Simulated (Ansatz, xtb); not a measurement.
**Isomers of C5H7BrSi in order of energy**

6 gas-phase structures of C5H7BrSi, from a drawn sample of its isomers (lower ones may exist). Each was relaxed with GFN2-xTB; where two conformers were screened, the lower at r2SCAN-D4/def2-SVP is listed:

A. `C=C1C=C[C@@H]1[SiH2]Br`, a singlet
B. `BrC1=CCC=C[SiH2]1`, a singlet
C. `CC1=C(Br)C=C[SiH2]1`, a singlet
D. `CC1=CC=C[Si@@H]1Br`, a singlet
E. `CC1=CC=C(Br)[SiH2]1`, a singlet
F. `CC1=C[SiH2]C(Br)=C1`, a singlet

Task: Make a reasoned guess at their ranking by r2SCAN-D4/def2-SVP single-point energy.

Result: Calculated order at r2SCAN-D4/def2-SVP: D (0.000), B (1.336), C (1.388), A (1.410), F (1.422), E (1.506) eV. Less than 1 kcal/mol parts C and A; A and F, so the order within those pairs means little.

Energies above the lowest of each column, in eV; the last columns are at B3LYP-D3(BJ)/def2-SVP geometries and were run for some of them only (a dash: not run or not comparable):

```tsv
structure	GFN2-xTB	HF/STO-3G	r2SCAN-D4/def2-SVP	B3LYP-D3(BJ)/def2-SVP	CCSD(T)/def2-SVP + ΔMP2/def2-TZVPP
D	0.000	0.000	0.000	0.000	0.000
B	1.177	1.157	1.336	1.303	1.358
C	1.097	1.222	1.388	1.367	1.379
A	0.623	1.775	1.410	–	–
F	1.110	1.197	1.422	–	–
E	1.156	1.230	1.506	–	–
```

Every level run on D puts it lowest or level with the lowest. Flexible structures stand in one conformer each, not always the lowest. Frequencies (GFN2-xTB) were run for B, C, D alone. ΔMP2 is the change of the MP2 energy from the smaller to the larger basis.

Over these structures GFN2-xTB departs from r2SCAN-D4/def2-SVP by 0.168 eV on average once a common shift is removed. A GFN2-xTB relaxation took about 0.085 s and the r2SCAN-D4/def2-SVP energy about 2.5 s on a shared host (Ansatz 0.2.0, xtb 6.7.1).
